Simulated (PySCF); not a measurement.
## Correlation energy of Ge²⁺ (germanium, charge +2)

[Ar] 3d10 4s2, closed-shell 1S. Computed with PySCF 2.14 in cc-pVTZ-DK (6s5p3d1f, 43 functions), with the spin-free X2C one-electron Hamiltonian (Gaussian nucleus). Frozen: [Ar] 3d10; 2 electrons correlated.

Total MP2 correlation energy: -28.42 mhartree.

Same-spin part 0.00 and opposite-spin part -28.42 mhartree; SCS-MP2 scales them by 1/3 and 6/5 to -34.11 mhartree.

With two correlated electrons CCSD is exact within the correlated space (frozen core and kept virtual orbitals).

| level | correlation energy (mhartree) |
| --- | --- |
| CCSD | -39.36 |

Diagnostics: T1 = 0.0045, D1 = 0.0063, largest double amplitude 0.101.

Cost of the coupled-cluster step: 0.11 s of wall time on 1 thread of Neoverse-V1 (shared host), for 2 correlated electrons.
